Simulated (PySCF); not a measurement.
Job file and geometry (Å, from GFN2-xTB) of an NMR shielding run on SMILES CC(=S)B1CCCCC1, C$_{7}$H$_{13}$BS, GIAO PBE0/pcSseg-1 NMR shielding, non-relativistic, gas phase in PySCF 2.14.0, density-fitted response routines; density fitting, a coarse starting grid and PySCF grid level 2 are the driver's defaults:

```
$ OMP_NUM_THREADS=1 python probes_run.py task.json out

{"job": {"kind": "nmr", "xc": "PBE0", "basis": "pcSseg-1"}, "charge": 0, "multiplicity": 1}
C      3.381279     0.210668     0.435759
C      2.033393    -0.394405     0.408832
S      1.713837    -1.955159     0.822653
B      0.607834     0.038140     0.072870
C      0.005005    -0.137439    -1.388234
C     -1.448419    -0.623376    -1.350564
C     -2.294231     0.218567    -0.399639
C     -1.794340     0.095276     1.036793
C     -0.365613     0.631910     1.182127
H      3.382204     1.050710     1.132335
H      4.143523    -0.508100     0.731035
H      3.617712     0.614467    -0.549661
H      0.593549    -0.811859    -2.013554
H      0.029482     0.840447    -1.879947
H     -1.877165    -0.589357    -2.355308
H     -1.466962    -1.663806    -1.018183
H     -3.335201    -0.109435    -0.451916
H     -2.258220     1.265997    -0.709896
H     -2.464895     0.636681     1.709118
H     -1.809644    -0.957023     1.329324
H     -0.389634     1.719437     1.055771
H     -0.013905     0.447044     2.199436
```

Problem. Write the output of this run.

Solution. 
```
coarse grid: 18376 points
cycle   1  E = -696.9261731771  dE =  1.032e+00  |g| = 4.915e-01  |ddm| = 4.211e+00
cycle   2  E = -696.8950794249  dE =  3.109e-02  |g| = 6.199e-01  |ddm| = 1.090e+00
cycle   3  E = -696.9932122184  dE = -9.813e-02  |g| = 8.276e-02  |ddm| = 6.692e-01
cycle   4  E = -696.9944332771  dE = -1.221e-03  |g| = 4.505e-02  |ddm| = 1.317e-01
cycle   5  E = -696.9948680314  dE = -4.348e-04  |g| = 2.102e-02  |ddm| = 6.807e-02
cycle   6  E = -696.9949971960  dE = -1.292e-04  |g| = 3.715e-03  |ddm| = 2.924e-02
cycle   7  E = -696.9950008427  dE = -3.647e-06  |g| = 5.879e-04  |ddm| = 4.841e-03
final grid: 171248 points
cycle   8  E = -697.0493118136  dE = -4.806e-05  |g| = 1.248e-02  |ddm| = 4.578e-02
cycle   9  E = -697.0492213404  dE =  9.047e-05  |g| = 2.155e-02  |ddm| = 3.335e-02
cycle  10  E = -697.0493490901  dE = -1.277e-04  |g| = 4.005e-03  |ddm| = 2.594e-02
cycle  11  E = -697.0493536386  dE = -4.549e-06  |g| = 3.910e-04  |ddm| = 4.512e-03
cycle  12  E = -697.0493536724  dE = -3.385e-08  |g| = 1.475e-04  |ddm| = 6.097e-04
cycle  13  E = -697.0493536781  dE = -5.650e-09  |g| = 3.864e-05  |ddm| = 2.300e-04
cycle  14  E = -697.0493536785  dE = -3.824e-10  |g| = 9.475e-06  |ddm| = 5.091e-05
converged SCF energy = -697.0493536785

GIAO shielding tensors (ppm)
atom      isotropic    diamagn.    paramagn.     s11        s22        s33       span
  0 C      141.336     249.049    -107.712    113.210    136.028    174.772     61.563
  1 C     -150.444     265.784    -416.227   -373.632   -234.707    157.008    530.640
  2 S     -234.336    1058.981   -1293.317  -1274.546   -320.522    892.061   2166.608
  3 B       56.247     189.608    -133.361     -2.703     59.866    111.577    114.280
  4 C      158.865     250.527     -91.662    150.031    157.432    169.131     19.100
  5 C      154.881     246.428     -91.546    148.246    152.881    163.516     15.270
  6 C      155.036     247.376     -92.340    150.698    155.308    159.102      8.404
  7 C      154.912     246.396     -91.485    148.290    152.865    163.581     15.291
  8 C      158.882     250.567     -91.685    150.063    157.525    169.056     18.993
  9 H       28.164      28.797      -0.633     25.261     27.609     31.620      6.359
 10 H       28.349      28.302       0.048     24.974     27.979     32.095      7.120
 11 H       28.081      28.908      -0.827     25.125     27.696     31.422      6.297
 12 H       30.745      32.124      -1.379     26.841     29.460     35.935      9.094
 13 H       30.778      31.701      -0.923     26.837     29.208     36.288      9.451
 14 H       29.599      29.451       0.148     24.678     27.809     36.312     11.633
 15 H       30.265      30.719      -0.454     26.893     28.290     35.610      8.717
 16 H       29.853      28.864       0.988     25.158     27.723     36.677     11.520
 17 H       30.352      30.800      -0.448     27.214     28.401     35.441      8.227
 18 H       29.596      29.444       0.152     24.668     27.812     36.308     11.640
 19 H       30.266      30.716      -0.450     26.894     28.294     35.611      8.717
 20 H       30.770      31.707      -0.937     26.810     29.219     36.280      9.470
 21 H       30.750      32.144      -1.394     26.815     29.490     35.945      9.130
```

Size and cost of the density-fitted run: 225 basis functions, 65 s wall time on 1 thread of an Intel Xeon Platinum 8488C, shared host; peak memory 1.1 GiB.
